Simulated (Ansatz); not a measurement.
`COB(C)O[SiH3]` → `C[B]O[SiH3]`• + `C[O]`•  (homolysis of the B–O bond)

Program: Ansatz. Geometries: PBE0-D4/def2-TZVP. ΔE: electronic, gas phase. CCSD(T)/CBS is the MP2 limit (def2-TZVPP, def2-QZVPP) plus CCSD(T) − MP2 in def2-TZVPP, frozen cores. DFT in def2-TZVPP. B3LYP here is the variant with VWN-RPA as its local correlation; programs differ in this. No spin–orbit coupling; open shells (•) take unrestricted orbitals. One conformer a species, not always the lowest.

(1) What is ΔE at CCSD(T)/CBS? (Best estimate.)

(2) What do these levels give: PBE-D4, PBE0-D4, B3LYP-D4, ωB97X-V, B2PLYP, PBE, HF/def2-TZVPP, SCS-MP2/def2-TZVPP, CCSD(T)/def2-TZVPP, MP2/def2-QZVPP, HF/CBS(def2), MP2/CBS(def2)? (Estimate.)

Largest T1 diagnostic among the species: 0.019.

Answers

(1) Ansatz gave: +595.4 kJ/mol.

(2) Computed: PBE-D4 560.8, PBE0-D4 564.3, B3LYP-D4 562.8, ωB97X-V 579.4, B2PLYP 571.4, PBE 550.9, HF/def2-TZVPP 445.3, SCS-MP2/def2-TZVPP 606.1, CCSD(T)/def2-TZVPP 584.3, MP2/def2-QZVPP 625.7, HF/CBS(def2) 445.0, MP2/CBS(def2) 630.5 kJ/mol.

The D4 term adds +15.3 kJ/mol with B3LYP and +8.7 kJ/mol with PBE0; it sums over pairs of atoms, weighted by their polarisabilities, and B3LYP, whose exchange is more repulsive, gets the larger term. From PBE to PBE0 (25 % exact exchange), in def2-TZVPP and without D4, ΔE moves by +4.7 kJ/mol. In def2-TZVPP, CCSD(T) changes the Hartree–Fock value by +139.0 kJ/mol (the triples alone add +10.2 kJ/mol) and MP2 by +174.1 kJ/mol; breaking electron pairs costs correlation energy, which Hartree–Fock lacks.
